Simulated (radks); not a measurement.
Question: Radial electron density D(r) = 4 pi r^2 rho(r) of an atom or ion with 41 electrons. Method: Dirac Kohn-Sham, PW91, spin-unpolarised, spherical densities, finite nucleus; Fermi nuclear charge, rms radius of each element as measured or else 0.836 A^(1/3) + 0.57 fm; computed with a radial shooting solver on a logarithmic mesh with Libxc functionals.

| r (bohr) | D(r) (e/bohr) |
|---|---|
| 0.001191 | 1.147 |
| 0.001615 | 1.974 |
| 0.002206 | 3.402 |
| 0.00299 | 5.681 |
| 0.004084 | 9.385 |
| 0.005535 | 14.82 |
| 0.007502 | 22.42 |
| 0.01025 | 32.28 |
| 0.01389 | 42.57 |
| 0.01898 | 50.91 |
| 0.02572 | 53.49 |
| 0.03513 | 49.72 |
| 0.04762 | 45.37 |
| 0.06453 | 49.25 |
| 0.08816 | 61.33 |
| 0.1195 | 64.69 |
| 0.1632 | 50.51 |
| 0.2212 | 40.82 |
| 0.2998 | 48.17 |
| 0.4096 | 45.35 |
| 0.5551 | 24.19 |
| 0.7584 | 11.90 |
| 1.028 | 11.41 |
| 1.393 | 7.900 |
| 1.903 | 3.090 |
| 2.579 | 1.304 |
| 3.523 | 0.8055 |
| 4.775 | 0.3401 |
| 6.524 | 0.06132 |
| 8.841 | 0.003988 |

What is the nuclear charge?

Answer: Z = 42. The innermost maximum, from 1s, lies near gamma/Z bohr with gamma = sqrt(1 - (Z/c)^2) = 0.952, here 0.0227 bohr (found: 0.0247), and its height grows with Z. The density is that of the molybdenum ion Mo+ in [Kr] 4d3 5p2; the configuration itself is not fixed sharply by these data, and Z only to a few units. D(r) has 4 maxima, at r = 0.0247, 0.109, 0.341, 0.972 bohr, and minima at 0.0500, 0.219, 0.855 bohr, inside which lie 2.06, 11.09, 29.42 electrons.
